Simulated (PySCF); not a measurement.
SeCl2, SMILES [Se](Cl)Cl. The structure is a stationary point at ωB97X-D3(BJ)/def2-TZVP. The isomer is the one that the SMILES or the coordinates give; other isomers of the formula were not compared.

TDDFT-LC-ωPBE/def2-SVPD run with PySCF 2.14.0 puts the lowest singlet excitations at 3.05, 3.07, 5.81, 5.97, 6.20, 6.63 eV.

Question: What are the lowest excitation roots from PySCF with ADC(2)/aug-cc-pVDZ? (An estimate is asked for; the answer gives what the named calculation found.)

Answer: 3.18, 3.20, 5.95, 6.11, 6.29, 6.39 eV. S1 differs by 0.14 eV (second minus first; roots are paired by order, and the bases may differ).
